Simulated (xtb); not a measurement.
xtb input (GFN2-xTB):

```bash
xtb mol.xyz --gfn 2 --sp --chrg 0 --uhf 0
```
mol.xyz:
```
6

B      0.00005098     0.01358406     0.82045483
B     -0.00005098    -0.01358406    -0.82045483
H      1.01557123     0.03272412     1.49609666
H     -1.01538528     0.01682331     1.49648612
H      1.01538528    -0.01682331    -1.49648612
H     -1.01557123    -0.03272412    -1.49609666
```

End of the output:

```
         :::::::::::::::::::::::::::::::::::::::::::::::::::::
         ::                     SUMMARY                     ::
         :::::::::::::::::::::::::::::::::::::::::::::::::::::
         :: total energy              -4.438355425786 Eh    ::
         :: gradient norm              0.062761211590 Eh/a0 ::
         :: HOMO-LUMO gap              2.006281120738 eV    ::
         ::.................................................::
         :: SCC energy                -4.478500159132 Eh    ::
         :: -> isotropic ES            0.028095708418 Eh    ::
         :: -> anisotropic ES          0.006197408200 Eh    ::
         :: -> anisotropic XC         -0.002208925679 Eh    ::
         :: -> dispersion             -0.001522914346 Eh    ::
         :: repulsion energy           0.040144733345 Eh    ::
         :: add. restraining           0.000000000000 Eh    ::
         :: total charge              -0.000000000000 e     ::
         :::::::::::::::::::::::::::::::::::::::::::::::::::::

           -------------------------------------------------
          |                Property Printout                |
           -------------------------------------------------

    * Orbital Energies and Occupations

         #    Occupation            Energy/Eh            Energy/eV
      -------------------------------------------------------------
         1        2.0000           -0.5017472             -13.6532
         2        2.0000           -0.4782789             -13.0146
         3        2.0000           -0.4438109             -12.0767
         4        2.0000           -0.4102081             -11.1623
         5        2.0000           -0.3966021             -10.7921 (HOMO)
         6                         -0.3228726              -8.7858 (LUMO)
         7                         -0.1915648              -5.2127
         8                          0.1334268               3.6307
         9                          0.2967198               8.0742
        10                          0.3040617               8.2739
        11                          0.3660353               9.9603
        12                          0.3943058              10.7296
      -------------------------------------------------------------
                  HL-Gap            0.0737295 Eh            2.0063 eV
             Fermi-level           -0.3597374 Eh           -9.7890 eV

     #   Z          covCN         q      C6AA      α(0)
     1   5 B        2.795     0.194    18.372     7.164
     2   5 B        2.795     0.194    18.372     7.164
     3   1 H        0.915    -0.097     5.456     3.654
Note: The following floating-point exceptions are signalling: IEEE_DENORMAL
normal termination of xtb
     4   1 H        0.915    -0.097     5.456     3.654
     5   1 H        0.915    -0.097     5.456     3.654
     6   1 H        0.915    -0.097     5.456     3.654

 Mol. C6AA /au·bohr⁶  :        320.736700
 Mol. C8AA /au·bohr⁸  :       7493.930924
 Mol. α(0) /au        :         28.942050

Wiberg/Mayer (AO) data.
largest (>0.10) Wiberg bond orders for each atom

 ---------------------------------------------------------------------------
     #   Z sym  total        # sym  WBO       # sym  WBO       # sym  WBO
 ---------------------------------------------------------------------------
     1   5 B    2.978 --     2 B    1.014     4 H    0.981     3 H    0.981
     2   5 B    2.978 --     1 B    1.014     5 H    0.981     6 H    0.981
     3   1 H    0.991 --     1 B    0.981
     4   1 H    0.991 --     1 B    0.981
     5   1 H    0.991 --     2 B    0.981
     6   1 H    0.991 --     2 B    0.981
 ---------------------------------------------------------------------------

Topologies differ in total number of bonds
Writing topology from bond orders to xtbtopo.mol

molecular dipole:
                 x           y           z       tot (Debye)
 q only:       -0.000      -0.000      -0.000
   full:       -0.000       0.000      -0.000       0.000
molecular quadrupole (traceless):
                xx          xy          yy          xz          yz          zz
 q only:       -0.343      -0.017       1.796       0.000      -0.054      -1.452
  q+dip:        0.854       0.007      -0.035      -0.000      -0.013      -0.819
   full:       -1.402      -0.042       3.954       0.001      -0.108      -2.552

           -------------------------------------------------
          | TOTAL ENERGY               -4.438355425786 Eh   |
          | GRADIENT NORM               0.062761211590 Eh/α |
          | HOMO-LUMO GAP               2.006281120738 eV   |
           -------------------------------------------------

------------------------------------------------------------------------
------------------------------------------------------------------------
 total:
 SCF:
```

This state (charge 0, singlet) is run at the relaxed geometry of the species with charge -1 and multiplicity 2.
